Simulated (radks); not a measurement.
Neutral chromium: order these configurations by energy. Method: non-relativistic Kohn-Sham, PBE, spin-polarised, spherical densities, point nucleus; computed with a radial shooting solver on a logarithmic mesh with Libxc functionals. Open shells are filled with parallel spins first. [Ar] 3d4 4s1 4p1; [Ar] 3d4 4s2; [Ar] 3d5 4p1; [Ar] 3d5 4s1; [Ar] 3d6.

Answer. From the lowest, in eV above it: [Ar] 3d5 4s1 0.000; [Ar] 3d4 4s2 2.165; [Ar] 3d5 4p1 3.236; [Ar] 3d4 4s1 4p1 4.262; [Ar] 3d6 4.264.
